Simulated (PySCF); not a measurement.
# How methods differ on the excitation energy of Ne²⁺

Ne²⁺ [He] 2s2 2p4 (3P) → Ne²⁺ [He] 2s1 2p4 3d1 (high-spin determinant), as a difference of total energies. Calculation: PySCF 2.14, in dyall-av3z (15s9p3d2f, 71 functions); no relativity, point nucleus. Correlated levels: valence: 1s2 frozen; virtual orbitals above 40 to 60 times the deepest correlated orbital energy dropped. The calculations carry no spin-orbit coupling.

```tsv
method	excitation energy (cm⁻¹)
UHF	613560
LDA	607930
PBE	605820
PBE0	610690
r2SCAN	608620
wB97X	613890
B97-3	616260
PBEsol	604680
CAM-B3LYP	614110
MP2 (valence)	621760
SCS-MP2 (valence)	623730
```

The upper state lies above the first ionisation limit, where it may autoionise and the basis confines it. A Rydberg-like electron needs more diffuse functions than a valence basis has.

The promoted electron is Rydberg-like, and one or two diffuse shells describe it only roughly, which tends to raise the upper state.

The determinant of the upper state mixes LS terms, which raises its energy above the lowest term, most at the Hartree-Fock and MP2 levels.
